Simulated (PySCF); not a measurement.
Mo(NH)(S)(Cl)(NH2) (ClH3MoN2S), SMILES [NH]=[Mo]([NH2])(=[S])[Cl], multiplicity 1. Atoms are numbered in the order given.

```xyz
8

Mo     0.1598     0.0777    -0.1682
N      0.9861    -0.7263    -1.4511
H      1.6580    -1.4158    -1.7924
S      1.0035    -0.4259     1.7187
Cl    -2.0686    -0.5087    -0.2275
N      0.3925     1.9557    -0.4984
H      0.7550     2.3475    -1.3649
H      0.3339     2.6595     0.2364
```
Charge 0, spin multiplicity 1.

Geometry optimised at B3LYP-D3(BJ)/def2-SVP. The multiplicity is an assumed one; no other spin state was optimised. The structure was generated by enumeration; whether it is a known compound was not checked. The def2 effective core potentials stand for the cores of Mo; spin–orbit coupling is left out. Other conformers were not sampled.

Method: r2SCAN/def2-TZVP (PySCF).

ESP charges are fitted to the potential on shells at 1.4 to 2.0 van der Waals radii. Atomic charges (e):

| atom | Mulliken | Löwdin | ESP fit |
|---|---|---|---|
| Mo1 | 1.44 | -0.01 | 0.58 |
| N2 | -0.67 | -0.30 | -0.51 |
| H3 | 0.25 | … | 0.35 |
| S4 | -0.43 | 0.10 | -0.23 |
| Cl5 | -0.38 | … | -0.18 |
| N6 | -0.76 | … | -0.74 |
| H7 | 0.27 | 0.16 | 0.37 |
| H8 | 0.27 | 0.16 | 0.36 |

Some entries are withheld; supply them. (The exact figures need the calculation; the answer reports its results.)


- H3, Löwdin: 0.16
- Cl5, Löwdin: 0.03
- N6, Löwdin: -0.31
